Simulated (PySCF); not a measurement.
# Peak assignment

Structure with atom numbers: `[Cl:1][c:2]1[cH:3][cH:4][c:5]2[cH:6][cH:7][cH:8][n:9]2[cH:10]1`. Each H is labelled by its parent atom.

- GIAO PBE0/pcSseg-1 shieldings
- structure optimised with GFN2-xTB
- code: PySCF
- one computed conformer, no relativistic terms, no solvent

Shifts are taken against calculated references (same method and geometry level): ¹³C, ¹H against TMS.

Question: Assign these signals to the numbered atoms. ¹³C{¹H} NMR (computed): δ 136.0 (C), 131.5 (C), 126.7 (CH), 125.7 (CH), 123.2 (CH), 122.0 (CH), 114.3 (CH), 106.5 (CH).

Answer: 
136.0 → C5, ring-fusion aromatic carbon
131.5 → C2, aromatic carbon bearing chlorine
126.7 → C10, aromatic CH next to a ring nitrogen
125.7 → C4, aromatic CH
123.2 → C3, aromatic CH
122.0 → C7, aromatic CH
114.3 → C8, aromatic CH next to a ring nitrogen
106.5 → C6, aromatic CH

C10 and C4; C3 and C7 lie closer than the usual error of such a calculation, so a measured spectrum could show them in the other order.

Question: Assign these signals to the numbered atoms. ¹H NMR (300 MHz, computed): δ 8.07 (s, 1H), 7.61 (d, 1H), 7.33 (m, 1H), 7.15 (m, 1H), 6.84 (d, 1H), 6.81 (m, 1H).

Answer: 
8.07 → H(C10), hydrogen on an aromatic CH next to a ring nitrogen: ring current plus the neighbouring ring nitrogen
7.61 → H(C4), hydrogen on an aromatic CH: the ring current deshields protons in the ring plane
7.33 → H(C8), hydrogen on an aromatic CH next to a ring nitrogen: ring-current deshielding
7.15 → H(C7), hydrogen on an aromatic CH: it sits in the deshielding region of the aromatic ring current
6.84 → H(C3), hydrogen on an aromatic CH
6.81 → H(C6), hydrogen on an aromatic CH

H(C3) and H(C6) lie closer than the usual error of such a calculation, so a measured spectrum could show them in the other order.

Carbons that carry Cl, above all several Cl atoms, come out too deshielded, partly because spin–orbit coupling is missing. Shifts are as computed. Against solution values, carbons near 30 ppm lie about +3 ppm off and those near 130 ppm about +5 ppm; carbons on Cl a further +6 ppm. Of 1211 compounds with measured shifts, 218 miss one by over three times the rms of a fit or turn the order of signals round; such compounds aren't used in these exercises. No couplings were computed; multiplicities are counted from neighbouring protons, with m where these are inequivalent, close in shift, in a saturated or five-membered ring or joined by F or P, and br s for small geminal =CH2 splittings.
